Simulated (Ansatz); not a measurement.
```yaml
crystal:
  periodic: [false, false, false]
  atoms:
    - {symbol: C, position_ang: [-0.515888, 1.172138, 0.228847]}
    - {symbol: N, position_ang: [-0.436441, 0.361138, 0.178778]}
    - {symbol: Si, position_ang: [0.564970, -0.162592, -0.207451]}
    - {symbol: Ga, position_ang: [0.282241, -1.593121, -0.152949]}
    - {symbol: H, position_ang: [-0.909762, 1.554992, 0.770465]}
    - {symbol: H, position_ang: [-0.574712, 1.478027, -0.339777]}
    - {symbol: H, position_ang: [0.122494, 1.416608, 0.456208]}
    - {symbol: H, position_ang: [-1.051937, 0.033634, 0.049108]}
    - {symbol: H, position_ang: [0.741364, 0.085347, -1.178169]}
    - {symbol: H, position_ang: [1.160564, 0.115430, 0.348394]}
    - {symbol: H, position_ang: [1.166637, -2.203739, -0.190043]}
    - {symbol: H, position_ang: [-0.686569, -1.955452, -0.055542]}
basis:
  gaussian: {orbitals: def2-mTZVPP}
hamiltonian: {xc: {name: HF}}
correlation: {method: rpa}
accuracy: high
```

```sh
$ ansatz run in.yaml --threads 2 --pin off --events-out ev --progress --plain --max-ram 32768MiB --backend cpu
```

Output, abridged:

```
Functional definition: HF
2947 factors; integrals over basis functions are off by at most 4.7e-9 eV
mean field evaluation 1: about -62711.0487 eV, gradient 1.0e2 eV
mean field evaluation 2: about -62711.0707 eV, gradient 1.0e2 eV
mean field evaluation 4: about -62726.4821 eV, gradient 7.5e0 eV
mean field evaluation 8: about -62726.6398 eV, gradient 2.4e-1 eV
mean field -62726.64195266 eV, -2305.1615741154 hartree, gradient 7.7e-8 eV, S^2 0.000000; 0 other end points of the search recorded, 0 dependent functions left out; unrestricted orbitals would lower it
16 core orbitals not correlated: weight in the atoms' cores, before any rotation towards them, 0.999 or more for the frozen orbitals, at most 0.001 for the correlated occupied ones
reference -62726.64195266 eV, -2305.1615741154 hartree; 17, 17 occupied and 113, 113 virtual orbitals, 2947 factors
Total energy: -62749.39484695 eV, -2305.9977275579 hartree
```

Question: What is wrong with this run?

Answer: The geometry is squeezed to about two thirds of its size. The calculation finished and met its thresholds. The result belongs to that input, not to the molecule as meant.
